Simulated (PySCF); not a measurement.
Worked example: refractive index and permittivity of the vapour

C₃H₇O₂, SMILES O(C)CC[O], multiplicity 2.

Geometry: B3LYP-D3(BJ)/def2-SVP. The isomer is the one that the SMILES or the coordinates give; other isomers of the formula were not compared. Other conformers were not sampled.

PySCF with PBE/def2-TZVP gives a mean static polarisability of 59.0 bohr³ and a dipole moment of 2.67 D. Take an ideal gas at 298.15 K and 1 bar, whether or not the substance is that volatile.

Q: Work out n − 1 in the optical limit and the static ε − 1.

A: 
Polarisability volume α' = 59.0 × 0.148185 = 8.74 Å³. Number density N = p/kT = 2.43e-5 Å⁻³.
Dilute limit of Lorentz–Lorenz: n − 1 = 2π N α' = 0.0013.
Orientation term of Debye: μ²/(3kT) = 8.098 Å³ × μ²(D²) = 57.73 Å³.
ε − 1 = 4π N (α' + μ²/3kT) = 0.020. Orientation of the dipole supplies 87 % of the static response; it can't follow optical fields. Vibrational polarisation and dispersion are left out.
